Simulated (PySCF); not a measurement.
**Electronic structure of Pb (lead, neutral) at the UHF level**

Configuration: [Xe] 4f14 5d10 6s1 6p2 6d1, one real determinant (an excited configuration). Computed with PySCF 2.14 in aug-cc-pVQZ-PP with one added diffuse shell each of s, p, d, f, g type with ECP60MDF (8s8p6d4f3g, 117 functions), with scalar relativity through the core potential.

| Quantity | Value |
| --- | --- |
| Total energy | -191.435882 hartree |
| One-electron energy | -331.2197 hartree |
| Hartree (Coulomb) energy | 154.7445 hartree |
| Exchange energy | -14.9607 hartree |
| ⟨S²⟩ | 6.0061 |
| ⟨L²⟩ | 8.005 |
| Sum of ⟨r⟩ | 37.46 bohr |
| Sum of ⟨r²⟩ | 134.6 bohr² |
| Traceless quadrupole moment −½Σ⟨3z² − r²⟩ along its main axis | -15.1 e·bohr² |

```
shell  electrons  mean orbital energy (hartree)  spread (hartree)  rms radius, mean of both spins (bohr)
 5s α          1                       -6.38891                 0                                  0.925
 5s β          1                       -6.36757                 0                                  0.925
 5p α          3                       -4.06973           0.00638                                   1.05
 5p β          3                       -4.05885           0.01796                                   1.05
 5d α          5                       -1.28989           0.01391                                   1.39
 5d β          5                       -1.26449           0.02398                                   1.39
 6s α          1                       -0.83192                 0                                   2.46
 6p α          2                       -0.42150                 0                                   3.14
 6d α          1                       -0.06303                 0                                   9.01
```

⟨L²⟩ = 8.00 against 12 for a pure F term, so this real determinant mixes terms. Energies and moments cover only the electrons outside the core potential. Spin-orbit coupling is strong in this species (close to jj coupling), so the high-spin LS determinant is a model state, not a physical level. The outer electron is Rydberg-like, and this basis confines it to a smaller radius and binds it less than a complete one would.
